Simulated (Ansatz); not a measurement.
Ideal-gas functions of ClH2OSn (`[OH][SnH][Cl]`) radical at 298.15 K and 1 bar, from an Ansatz frequency run at PBE0-D4/def2-TZVP.

Molar mass 172.18 g/mol, point group C1 (symmetry number 1), electronic degeneracy 2, moments of inertia 53.499, 177.827, 226.236 u Å². Harmonic wavenumbers (cm⁻¹, unscaled): 125, 250, 353, 477, 497, 614, 824, 1767, 3876.

Use S(trans) = R[1.5 ln M + 2.5 ln T − 1.1517]; rotational temperatures θ = 24.2544 K / I; S(rot) = R[ln(√π/σ · √(T³/θAθBθC)) + 1.5]; for each mode x = 1.438777 ν̃/T, S = R[x/(eˣ − 1) − ln(1 − e⁻ˣ)] and H = RT x/(eˣ − 1); 1 cm⁻¹ = 0.0119627 kJ/mol; R = 8.31446 J/(mol·K).

Question: By hand: the entropy, in J/(mol·K).

Answer: Translation 173.1. Rotation: θ = 0.4534, 0.1364, 0.1072 K, giving 109.1. Vibration, mode by mode: 12.64, 7.24, 4.82, 3.00, 2.79, 1.78, 0.79, 0.02, 0.00, in all 33.1. Electronic 5.8. Sum 321.1 J/(mol·K).

Question: By hand: H − E and G − E in kJ/mol, counted from the electronic energy.

Answer: Zero-point energy ½ × 8783 × 0.0119627 = 52.5; thermal vibration 5.8; translation, rotation and pV give 4 RT = 9.9. H − E = 68.2 kJ/mol, and G − E = 68.2 − 298.15 × 321.1/1000 = -27.5 kJ/mol.

Vibration gives 10 % of the entropy, 12.6 J/(mol·K) of it from the mode under 150 cm⁻¹: soft modes count most, and the harmonic formula is weakest for them. The sum counts one conformer and one mirror image; others add a mixing term.
